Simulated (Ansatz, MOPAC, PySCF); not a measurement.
Precursor series Ti Cl-NH2. Isolated molecules, 0 K electronic values unless said otherwise. One relaxed conformer stands for each flexible species; it need not be the lowest.

Quantity: redistribution energy (mixed species minus the weighted end members), in kJ/mol. Semi-empirical values (MOPAC) are differences of heats of formation.

Level 1: frozen-core CCSD(T)/def2-TZVPP // r2SCAN-D4/def2-SVP (Ansatz, a quantum-chemistry and plane-wave program)
Level 2: PBE-D3(BJ)/def2-TZVP // r2SCAN-D4/def2-SVP (PySCF)
Level 3: HF/6-31G* (LANL2DZ on Ti) // r2SCAN-D4/def2-SVP (PySCF)
Level 4: PM7 // r2SCAN-D4/def2-SVP (MOPAC)

```
species                                     level 1  level 2  level 3  level 4
------------------------------------------  -------  -------  -------  -------
2 of 4 Cl replaced by NH2: [Ti(Cl)2(NH2)2]   -27.46   -24.97    -51.2    -50.7
1 of 4 Cl replaced by NH2: [Ti(Cl)3(NH2)]    -17.09   -14.73   -35.47   -33.35
3 of 4 Cl replaced by NH2: [Ti(Cl)(NH2)3]    -26.25   -24.73    -43.5    -46.5
```
